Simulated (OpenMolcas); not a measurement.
## Ta4+: moving or changing the point charges

Ta4+ among 6 point charges of -1.7 e arranged as a trigonal antiprism (D3d), 1.97 Å from the ion, with a polar angle of 60.2° against the regular 54.74°.

| Item | Value |
| --- | --- |
| Program | OpenMolcas |
| Method | SS-CASPT2, IPEA 0.25 Eh, imaginary shift 0.1 Eh (closed shells correlated: 4f 5s 5p) |
| Basis | ANO-RCC-VDZP [7s6p4d2f1g] |
| Scalar Hamiltonian | DKH2, point nucleus |
| Active space | 1 electron in 5 orbitals (5d) |
| State averaging | 2S+1 = 2 even, 5 roots |
| Spin-orbit coupling | state interaction with AMFI integrals over the reference wave functions |

Runs around this geometry, states (labels of D3, the rotations of D3d). Energies in cm-1 above the lowest state or level, χT in cm3 K/mol.

```tsv
R (Å)	q (e)	Polar angle / regular	Ground state	First state of that spin	First gap with spin-orbit (degeneracies)	χT at 300 K
1.97	-1.7	1.01	2A1	2E 630	590 (2, 2)	0.075
1.97	-1.36	1.1	2A1	2E 5510	5660 (2, 2)	0.104
1.97	-1.7	1.1	2A1	2E 7790	7730 (2, 2)	0.143
2.15	-1.7	1.1	2A1	2E 5490	5710 (2, 2)	0.102
```

Taking the first state of the same spin as R^-n, n = -ln(5490 / 7790) / ln(2.15 / 1.97) = 4.0 between the shortest and longest distance.

Scaling the charges by -1.36 / -1.7 = 0.80 scales the first state of the same spin by 5510 / 7790 = 0.71; with fixed orbitals a first-order splitting would follow the charge.

Roots that are degenerate in the reference are averaged as groups; the widest CASPT2 spread within a group is 54 cm-1 (the 2-fold group of multiplicity 2 near 19300 cm-1 above the lowest state of its run, R = 1.97, q = -1.7, ratio = 1.01). Shifts and gaps below about the spread of the groups concerned are not significant. Free-ion shares, where given, are those of the reference states; single-state CASPT2 does not remix them. Spin-orbit coupling mixes the spin-free states strongly: the lowest level takes only 69 % from its leading state, 2A1 (holds for R = 1.97, q = -1.7, ratio = 1.01). This is an electrostatic model: the charges have no orbitals. No measured value stands beside these numbers.
